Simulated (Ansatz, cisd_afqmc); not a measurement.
Species: Pb, charge 0, triplet.

Quantity: electron affinity (Pb- (quartet) against Pb (triplet)), in eV. Open shells are spin-unrestricted; no spin-orbit coupling. Cores are frozen in correlated methods (noble-gas shells, and filled d and f shells in the p block). Past Kr the def2 sets carry scalar-relativistic core potentials. The Monte Carlo rows (phaseless AFQMC, CISD trial, step 0.005/hartree) carry one-sigma bars that omit the constraint's bias. Outlying blocks are dropped, and bars are widened where a walk drifts. Over all cases where full CI ran beside it in this data, AFQMC minus full CI had a median of +0.1 mEh and passed +0.4 mEh in a tenth of the cases. CBS(X,Y): correlation extrapolated as X^-3, Hartree-Fock from the larger set. A bracket is a step between two methods taken in the basis named. Spin-orbit terms, left out, reach several kcal/mol for Br and I, and more for heavier atoms. def2-TZVPD holds few diffuse functions, which lowers the functionals' binding of the extra electron.

```csv
level,program,electron affinity (eV),difference against the last row
PBE/def2-TZVPD,Ansatz,1.21,-0.06
B3LYP/def2-TZVPD,Ansatz,1.17,-0.10
wB97X-V/def2-TZVPD,Ansatz,0.99,-0.28
wB97M-V/def2-TZVPD,Ansatz,1.10,-0.17
MP2/def2-TZVPPD,Ansatz,1.14,-0.13
MP2/def2-QZVPPD,Ansatz,1.19,-0.08
"MP2/CBS(def2-TZVPPD,def2-QZVPPD)",Ansatz,1.21,-0.06
CCSD/def2-QZVPPD,Ansatz,1.20,-0.07
"CCSD/CBS(def2-TZVPPD,def2-QZVPPD)",Ansatz,1.22,-0.05
CCSD(T)/def2-TZVPPD,Ansatz,1.18,-0.09
CCSD(T)/def2-QZVPPD,Ansatz,1.24,-0.03
CCSDT(Q)/def2-SVPD,Ansatz,0.94,-0.33
CCSDTQ/def2-SVPD,Ansatz,0.94,-0.33
CCSDTQ/def2-TZVPPD,Ansatz,1.18,-0.09
AFQMC/CISD/def2-SVPD,cisd_afqmc,0.94 ± 0.01,-0.33
AFQMC/CISD/def2-QZVPPD,cisd_afqmc,1.24 ± 0.01,-0.03
"CCSD(T)/CBS(def2-TZVPPD,def2-QZVPPD) + [CCSDT(Q) - CCSD(T)]/def2-TZVPPD + [CCSDTQ - CCSDT(Q)]/def2-SVPD",Ansatz,1.27,0.00
"CCSD(T)/CBS(def2-TZVPPD,def2-QZVPPD) + [CCSDT(Q) - CCSD(T)]/def2-QZVPPD + [CCSDTQ - CCSDT(Q)]/def2-TZVPPD",Ansatz,1.27,0.00
```

Ansatz is an electronic-structure program.
